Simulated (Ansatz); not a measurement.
A nudged elastic band was laid between two geometries of CH3AlS2 (7 atoms, charge 0, multiplicity 1).

All numbers below come from RKS BHLYP-D4/6-31G* in Ansatz 0.2.0.

* movable images: 8
* climbing image: no
* spring: 5.0 eV/Å²
* optimiser: quadratic models (default)
* start path: through a guess of the saddle point
* force threshold: 0.05 eV/Å
* iteration limit: 39
* end points: relaxed

Initial state:

```xyz
7
Properties=species:S:1:pos:R:3
S -2.639 0.221 -0.194
Al -0.481 0.120 -0.092
C 1.178 -0.632 0.463
S 1.388 0.941 -0.645
H -2.662 1.314 -0.965
H 1.619 -1.497 -0.013
H 1.598 -0.468 1.445
```

Final state:

```xyz
7
Properties=species:S:1:pos:R:3
S -2.338 1.092 -0.802
Al -0.303 0.508 -0.362
C 1.057 -0.576 0.421
S 1.759 0.901 -0.610
H -2.891 0.090 -0.107
H 1.368 -1.522 0.000
H 1.348 -0.493 1.459
```

Task: What changes between the two ends?

Result: No bond is made or broken. The dihedral H5–S1–Al2–S4 goes from 0 to 180°.

Task: Give the energies along the band, and the barrier.

Result: It converged. The highest image is number 5 of 0 to 9, 0.159 eV above the first end and 0.146 eV above the last; the last end lies 0.013 eV above the first. No image climbed, so the highest image needn't sit at the top of the path.

```
image  path coordinate (Å)  energy (eV)  dihedral H5–S1–Al2–S4 (°)
    0                 0.00        0.000                          0
    1                 0.32        0.016                         15
    2                 0.64        0.059                         33
    3                 0.96        0.114                         55
    4                 1.28        0.154                         77
    5                 1.60        0.159                         99
    6                 1.92        0.128                        120
    7                 2.25        0.077                        140
    8                 2.57        0.031                        160
    9                 2.89        0.013                        180
```

Task: What is the geometry of the highest image?

Result: 
```xyz
7
Properties=species:S:1:pos:R:3
S -2.518 0.971 -0.033
Al -0.399 0.470 0.015
C 1.115 -0.622 0.408
S 1.579 1.064 -0.428
H -2.748 0.261 -1.146
H 1.422 -1.454 -0.210
H 1.550 -0.690 1.395
```

The run took 3.6 min on 1 thread of Arm Neoverse V2 (shared host), peak memory 0.16 GiB.
